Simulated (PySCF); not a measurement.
Gas-phase reaction: 3 CrO₂Cl₂ + O₃ → 3 CrO₃ + 6 Cl

Computed with PySCF (xtb for GFN2) and rigid-rotor harmonic-oscillator thermochemistry at 1 bar. S°(298 K) at PBE0/def2-TZVP differs from the NASA 1993 table for CrO₃ (+11 J/mol/K); whether the harmonic model or the table's entry is off was not settled. † marks an energy on the PBE0/def2-TZVP geometry and frequencies; other levels use their own. CCSD(T) freezes the core. Open shells (unrestricted): Cl (multiplicity 2, electronic degeneracy 6); the rest are closed-shell singlets. GFN2 has no spin-polarisation term. Spin-orbit splitting is ignored; it lowers the true energy and changes the entropy of Cl. B3LYP is the form with VWN-RPA correlation. CCSD(T) isn't extrapolated to the basis-set limit; its ΔH°(298 K) is 1034.2 kJ in def2-SVP and 1171.9 kJ in def2-TZVPP. The harmonic model lacks anharmonicity and excited electronic states, which grow with temperature; levels with a mode under 35 cm⁻¹ are left out. Strong static correlation: O₃, CrO₃. Warning, large T1 diagnostic: CrO₂Cl₂, CrO₃, O₃ (CCSD(T)/def2-SVP†, CCSD(T)/def2-TZVPP†).

| level | ΔE electronic, kJ | ΔH°(298 K), kJ | ΔS°(298 K), J/K | ΔG°(1000 K), kJ |
|---|---|---|---|---|
| B3LYP/def2-TZVP† | 1188 | 1176 | 624 | 550 |
| CCSD(T)/def2-SVP† | 1046 | 1034 | 624 | 408 |
| CCSD(T)/def2-TZVPP† | 1184 | 1172 | 624 | 546 |
| GFN2-xTB | 1939 | 1927 | 611 | 1316 |
| PBE0/def2-QZVP† | 1287 | 1275 | 624 | 649 |
| r2SCAN/def2-TZVP† | 1347 | 1335 | 624 | 710 |
ΔH° is lowest at CCSD(T)/def2-SVP† and highest at GFN2-xTB. No reference value is set beside these.
